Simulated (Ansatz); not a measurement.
A nudged elastic band was laid between two geometries of AlBrH$_{4}$ (6 atoms, charge 0, multiplicity 1).

Level of theory: Ansatz, RKS B3LYP-D4/def2-SVP.

```yaml
movable_images: 1
climbing_image: no
spring: 5.0 eV/Å²
optimiser: quadratic models (default)
start_path: through a guess of the saddle point
force_threshold: 0.03 eV/Å
iteration_limit: 60
end_points: relaxed
```

Image 0:

```xyz
6
Properties=species:S:1:pos:R:3
Al 0.001 0.188 -0.004
H -0.005 0.738 1.489
H 1.371 0.120 -0.803
H -1.374 0.042 -0.785
Br 0.084 -2.523 0.970
H 0.079 -2.098 2.337
```

Image 2:

```xyz
6
Properties=species:S:1:pos:R:3
Al 0.022 -0.626 -0.211
H 0.010 0.278 1.972
H 1.391 0.118 -0.445
H -1.389 0.039 -0.427
Br 0.089 -2.870 0.198
H 0.033 -0.472 2.117
```

Which bonds break or form, and what moves?

Bonds broken: Al1–H2, Br5–H6. Bonds formed: Al1–Br5, H2–H6. AlBrH4 becomes AlBrH2 + H2.

Give the energies along the band, and the barrier.

It converged. The highest image is number 1 of 0 to 2, 0.075 eV above the first end and 1.327 eV above the last; the last end lies 1.252 eV below the first. Neighbouring images differ by up to 1.3 eV, so the band resolves the path poorly. No image climbed, so the highest image needn't sit at the top of the path. So few images can step over the top or miss a turn of the path. The orbitals stay closed-shell, which can raise the energy where a bond breaks towards radicals; this wasn't checked here.

| image | path coordinate (Å) | energy (eV) | Al1–H2 (Å) | Br5–H6 (Å) | Al1–Br5 (Å) |
| --- | --- | --- | --- | --- | --- |
| 0 | 0.00 | 0.000 | 1.59 | 1.43 | 2.88 |
| 1 | 1.35 | 0.075 | 1.68 | 1.61 | 2.64 |
| 2 | 2.69 | -1.252 | 2.36 | 3.07 | 2.28 |

What is the geometry of the highest image?


```xyz
6
Properties=species:S:1:pos:R:3:forces:R:3
Al 0.010 -0.119 0.034 0.00 -0.13 -0.01
H 0.015 0.107 1.695 0.01 -0.23 0.08
H 1.405 0.145 -0.651 0.01 0.01 0.06
H -1.406 0.069 -0.632 -0.01 0.01 0.06
Br 0.083 -2.578 1.001 0.00 -0.03 0.01
H 0.049 -1.156 1.758 -0.01 0.38 -0.20
```

Run time: 18 s on 1 thread of Arm Neoverse V2, with other jobs on the host, peak memory 0.14 GiB.
